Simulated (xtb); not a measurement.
Input file for xtb: GFN-FF on ClK (SMILES [Cl][K]).

```
$ xtb mol.xyz --gfnff --sp --chrg 0 --uhf 0
2

K     -1.35064578     0.00000000     0.00000000
Cl     1.35064578    -0.00000000    -0.00000000
```

Program output:

```
[...]
           -------------------------------------------------
          |                Calculation Setup                |
           -------------------------------------------------



          ==================== Thresholds ====================
          CN  :   150.00000
          rep :   500.00000
          disp:  2500.00000
          HB1 :   250.00000
          HB2 :   450.00000

          Pauling EN used:
          Z :17  EN :  3.16
          Z :19  EN :  0.82
          electric field strengths (au): 0.000

           -------------------------------------------------
          |           Force Field Initialization            |
           -------------------------------------------------

          distances ...
          ----------------------------------------
          generating topology and atomic info file ...
          pair mat ...
          computing topology distances matrix with Floyd-Warshall algo ...
          making topology EEQ charges ...
          #fragments for EEQ constrain: 1
          ----------------------------------------
          generating topology and atomic info file ...
          pair mat ...
          computing topology distances matrix with Floyd-Warshall algo ...
          making topology EEQ charges ...
          #fragments for EEQ constrain: 1
          rings ...
          # BATM   0
          # H in HB   0

  atom   neighbors  erfCN metchar sp-hybrid imet pi  qest     coordinates
    1  K       1    0.98   0.01         0    1    0   0.318   -2.552351    0.000000    0.000000
    2  Cl      1    0.98   0.00         0    0    0  -0.318    2.552351   -0.000000   -0.000000

          #atoms :   2
          #bonds :   1
          #angl  :   0
          #tors  :   0
          #nmol  :   1
          #optfrag :   1
           -------------------------------------------------
          |                   G F N - F F                   |
          |          A general generic force-field          |
          |                  Version 1.0.3                  |
           -------------------------------------------------
          Number of HB bonds (bound hydrogen)     0
          Number of HB bonds (unbound hydrogen)   0
          Number of XB bonds                      0

 E+G (total)                   0 d,  0 h,  0 min,  0.000 sec
 distance/D3 list               ...        0 min,  0.000 sec (  1.168%)
 non bonded repulsion           ...        0 min,  0.000 sec ( 13.311%)
 dCN                            ...        0 min,  0.000 sec (  1.712%)
 EEQ energy and q               ...        0 min,  0.000 sec ( 16.249%)
 D3                             ...        0 min,  0.000 sec ( 28.599%)
 EEQ gradient                   ...        0 min,  0.000 sec (  5.205%)
 bonds                          ...        0 min,  0.000 sec ( 10.605%)
 bend and torsion               ...        0 min,  0.000 sec (  0.880%)
 bonded ATM                     ...        0 min,  0.000 sec (  0.589%)
 HB/XB (incl list setup)        ...        0 min,  0.000 sec ( 11.622%)

         :::::::::::::::::::::::::::::::::::::::::::::::::::::
         ::                     SUMMARY                     ::
         :::::::::::::::::::::::::::::::::::::::::::::::::::::
         :: total energy              -0.128838673470 Eh    ::
         :: gradient norm              0.018460847323 Eh/a0 ::
         ::.................................................::
         :: bond energy               -0.035750383447 Eh    ::
         :: angle energy               0.000000000000 Eh    ::
         :: torsion energy             0.000000000000 Eh    ::
         :: repulsion energy           0.001706274158 Eh    ::
         :: electrostat energy        -0.094411201594 Eh    ::
Note: The following floating-point exceptions are signalling: IEEE_UNDERFLOW_FLAG IEEE_DENORMAL
normal termination of xtb
         :: dispersion energy         -0.000383362586 Eh    ::
         :: HB energy                  0.000000000000 Eh    ::
         :: XB energy                  0.000000000000 Eh    ::
         :: bonded atm energy          0.000000000000 Eh    ::
         :: external energy            0.000000000000 Eh    ::
         :: add. restraining           0.000000000000 Eh    ::
         :: total charge               0.000000000000 e     ::
         :::::::::::::::::::::::::::::::::::::::::::::::::::::

           -------------------------------------------------
          |                Property Printout                |
           -------------------------------------------------

molecular dipole:
                 x           y           z       tot (Debye)
 q only:       -1.851       0.000       0.000       4.705

           -------------------------------------------------
          | TOTAL ENERGY               -0.128838673470 Eh   |
          | GRADIENT NORM               0.018460847323 Eh/α |
           -------------------------------------------------
########################################################################
[WARNING] Runtime exception occurred
-1- gfnff_setup: Could not read topology file.
########################################################################

------------------------------------------------------------------------
------------------------------------------------------------------------
 total:
 SCF:
```

The run finished.

Cost: about 0.020 core-seconds (a rough figure).
